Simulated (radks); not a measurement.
The numbers below are computed, except where a source is named.
The hafnium anion Hf- inside a hard spherical wall (all orbitals vanish at R), configuration held at [Xe] 4f14 5d3 6s2 and not refilled when levels cross. Level of theory: scalar-relativistic Kohn-Sham, LDA (Slater exchange, VWN5 correlation), spin-polarised, spherical densities, point nucleus; open shells are filled with parallel spins first (spin-orbit coupling, left out, can overturn this in heavy ions) (a radial shooting solver on a logarithmic mesh with Libxc functionals). Eigenvalues in eV for spin up, with the zero of energy where the potential of the charges vanishes at infinity; a dash marks a level that is unbound or too diffuse for the functional's potential to be trusted. A positive occupied level is held by the wall or, in an anion where self-interaction has pushed it up, behind a barrier. The pressure on the wall is -dE/dV.

\begin{tabular}{lrrrrrrrrr}
R (bohr) & E (hartree) & kinetic (hartree) & e(5p) & e(4f) & e(6s) & e(5d) & e(6p, empty) & e(7s, empty) & pressure (GPa) \\ \hline
10 & -15069.2473 & 16509.280 & -29.037 & -9.948 & -0.096 & 2.860 & 3.079 & 5.498 & 0.155 \\
7 & -15069.1778 & 16509.564 & -26.736 & -7.583 & 1.615 & 4.832 & 5.692 & 13.073 & 2.86 \\
6 & -15069.0830 & 16509.913 & -24.839 & -5.601 & 3.297 & 6.530 & 8.170 & 19.863 & 9.28 \\
5 & -15068.8449 & 16510.711 & -21.685 & -2.234 & 6.792 & 9.588 & 13.222 & 33.037 & 35.1 \\
3 & -15065.5235 & 16521.800 & -4.612 & 17.403 & 42.109 & 30.786 & 60.168 & 139.48 & 1380 \\
2.5 & -15061.0958 & 16536.952 & 9.252 & 33.017 & 80.015 & 49.481 & 105.90 & 233.19 & 5250 \\
1.5 & -14999.3403 & 16728.608 & 143.09 & 143.54 & 440.58 & 218.22 & 500.76 & 961.69 & 197000 \\
\end{tabular}
